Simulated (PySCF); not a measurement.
**Working out the ionisation energy of Kr⁺**

Kr⁺ [Ar] 3d10 4s2 4p5 (2P) → Kr²⁺ [Ar] 3d10 4s2 4p4 (3P). Computed with PySCF 2.14 in aug-cc-pVDZ-PP with ECP10MDF (5s4p3d, 32 functions), with a scalar-relativistic core potential. Frozen: 3s2 3p6 3d10. Energies in hartree (1 hartree = 27.21139 eV):

```
             part  Kr⁺ (lower)  Kr²⁺ (upper)
              UHF  -461.697016   -460.842732
MP2 opposite-spin    -0.072273     -0.056336
    MP2 same-spin    -0.024717     -0.018356
```

Q: What does Hartree-Fock give?

A: (-460.842732) − (-461.697016) = 0.854284 hartree = 23.246 eV.

Q: What do MP2 and SCS-MP2 (6/5 opposite-spin, 1/3 same-spin) give?

A: The opposite-spin parts differ by 0.434 eV and the same-spin parts by 0.173 eV. MP2: 23.246 + (0.434) + (0.173) = 23.853 eV. SCS-MP2: 23.246 + 1.2 × (0.434) + (0.173)/3 = 23.824 eV.

Reference: 24.360 eV (measured; NIST Atomic Spectra Database, ionization energies), between the lowest levels; spin-orbit coupling is absent from the calculation.

A double-zeta basis recovers only part of the correlation energy.

What remains against the reference includes basis incompleteness, the frozen core and correlation beyond second order.
